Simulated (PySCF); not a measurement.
Computed IR spectrum (relative IR intensity) of a molecule C4H6F2. The structure is a stationary point at PBE-D3(BJ)/def2-SVP. The values are those of a single conformer. Computed with PBE-D3(BJ)/def2-SVP run with PySCF. No scaling factor is applied to the harmonic values.

Lines under 2 % of the strongest are left out, and lines within 2 cm⁻¹ are merged.

```csv
ν (cm⁻¹),relative intensity
529,2.0
666,7.8
792,4.6
888,25
962,29
972,6.1
1053,100
1112,16
1142,57
1330,36
1340,5.3
1353,46
1398,5.8
1407,13
1713,20
2941,42
2960,11
3029,5.3
3068,4.9
3092,2.2
3097,6.1
```

**Question.** Which structure fits?
A) C=CC(C)(F)F
B) F[C@H]1CC[C@@H]1F
C) CC(C)=C(F)F
D) C/C=C/C(F)F

**Answer.** D, C/C=C/C(F)F
